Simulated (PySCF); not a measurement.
# Electron correlation in I(2+) (iodine, charge +2)

[Kr] 4d10 5s2 5p3, high-spin 4S determinant. Calculation: PySCF 2.14, in x2c-TZVPPall with one added diffuse shell each of s, p, d, f type (9s7p5d3f, 76 functions); the spin-free X2C one-electron Hamiltonian (Gaussian nucleus). Frozen: [Ar] 3d10; 23 electrons correlated.

```csv
level,correlation energy (mhartree)
CCSD,-508.84
(T),-7.68
CCSD(T),-516.52
```

Diagnostics: T1 = 0.0040, D1 = 0.0146, largest double amplitude 0.036.

Cost of the coupled-cluster step: of the order of 50 core-seconds, for 23 correlated electrons.

This basis was not built for core-valence correlation, so the inner-shell part is incomplete.
